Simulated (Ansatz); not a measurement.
The cluster TiAl₅⁻, relaxed as a singlet with RKS PBE-D4/def2-SVPD in Ansatz, starting from the GFN1-xTB geometry. Force threshold 0.02 eV/Å.

The restricted singlet is unstable towards broken spin symmetry at other levels; at PBE-D4/def2-SVPD this wasn't settled. The relaxation made no stability test and no search for a lower SCF solution. No other spin state of charge -1 was run. Another isomer (singlet) lies 1.19 eV lower at PBE0-D4/def2-TZVPD; other spin states weren't run for this one.

Start:

```xyz
6

Ti    0.0000    0.0000    0.0000
Al    0.4388   -0.5312    0.8356
Al    0.5821   -1.0142   -0.9504
Al    0.5578    0.7848   -0.4959
Al   -0.9966   -0.2537   -0.3397
Al   -0.5821    1.0142    0.9504
```

Q: Estimate the energy that the relaxation releases and the steps that it takes.

A: 183.22 eV, in 21 steps; 57 s on 4 threads of Arm Neoverse V1 on a shared host. No frequencies were taken in this run, so the end may be a saddle point.

Q: Does the start keep its bonding and symmetry?

A: Bonds lost: Al2–Al4, Al2–Al5, Al3–Al5, Al4–Al5, Al5–Al6 (atoms count from 1). Point group D3h at the start, C4v at the end, both within 0.05 Å.

Q: Predict the relaxed structure.

A: 
```csv
atom,x (Å),y (Å),z (Å)
Ti1,-0.7312,-0.1973,-0.2589
Al2,0.8178,-1.0743,1.6476
Al3,1.6797,-0.9991,-0.8547
Al4,1.0429,1.5671,-0.9872
Al5,-2.9837,-0.7864,-1.0580
Al6,0.1745,1.4901,1.5112
```
Bond lengths (bridged metal pairs left out): 5 × Al–Ti 2.46 to 2.61 Å; 4 × Al–Al 2.65 Å.
